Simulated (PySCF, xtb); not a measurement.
CH5N2, SMILES NC=[NH2+], charge +1. Atoms are numbered in the order given.

```xyz
8

N      0.0000     1.1682    -0.1757
C      0.0000     0.0000     0.4278
N      0.0000    -1.1682    -0.1757
H      0.0000     1.2718    -1.1893
H      0.0000     2.0229     0.3753
H      0.0000     0.0000     1.5203
H      0.0000    -1.2718    -1.1893
H      0.0000    -2.0229     0.3753
```
Charge +1, spin multiplicity 1.

Coordinates come from a PBE-D3(BJ)/def2-TZVP optimisation. Other conformers were not sampled.

These are C-PCM-ωB97X/def2-SVP (PySCF) values and carry that method's errors.

The values are the electrostatic part of the solvation free energy, E(continuum) − E(gas) at the gas-phase geometry, in a cavity of scaled van der Waals radii (PySCF's table); cavitation and dispersion terms are not included. In vacuum the orbital gap is 12.99 eV.

| solvent | ε | ΔG(elec) (kcal/mol) | gap (eV) |
|---|---|---|---|
| water | 78.36 | -67.3 | 12.97 |
| ethanol | 24.85 | -65.5 | 12.97 |
| chlorobenzene | 5.70 | ___ | ___ |

### Question
Fill in the missing entries. (The exact figures need the calculation; the answer reports its results.)

### Answer

- chlorobenzene, ΔG(elec) (kcal/mol): -56.2
- chlorobenzene, gap (eV): 12.97

For comparison, GFN2-xTB/ALPB(water) (xtb, at the GFN2-xTB geometry, all terms of that model) gives -68.5 kcal/mol.
